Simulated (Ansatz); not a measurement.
```xyz
2

I     0.0418    0.0273   -0.5739
Cl   -0.0462    0.0029    1.8031
```

Basis set: STO-3G (spherical functions). Correlated methods keep 23 orbitals frozen. Charge 0, multiplicity 1.

Computed with Ansatz (development build ahead of 0.2.0); each method stands on the lowest determinant of its kind that the runs found. Restricted open shells among the atoms or ions are ROHF, correlated in semicanonical orbitals with singles.

(1) Give the atomization energy at this shape (free ground-state atoms in the same class of orbitals less the molecule, no zero-point energy) of singlet ICl by RHF-MP2, RHF.

Results:

(1)

```csv
method,atomization energy
RHF-MP2,1.84 eV
RHF,1.40 eV
```

This basis has no polarisation functions and is too small for such energies, which can lie far from measured ones in either direction.
